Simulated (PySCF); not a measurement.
Vertical excitations of a molecule C5H7F from TDDFT-LC-ωPBE/def2-SVPD (PySCF), as energy in eV (oscillator strength): 7.25 (0.217), 7.59 (0.016), 8.19 (0.013), 8.49 (0.003), 8.63 (0.023), 8.74 (0.002), 9.00 (0.014), 9.03 (0.015), 9.25 (0.032), 9.82 (0.044). Lowest triplet (TDA): 4.21 eV. Geometry: r2SCAN-D4/def2-SVP. One conformer was computed; it need not be the lowest.

**Question.** Which molecule gave these data?
(A) CC(C)=C=CF
(B) CC1=C[C@@H](F)C1
(C) C=C(F)/C=C/C
(D) C[C@H]1C=C(F)C1

**Answer.** D, C[C@H]1C=C(F)C1
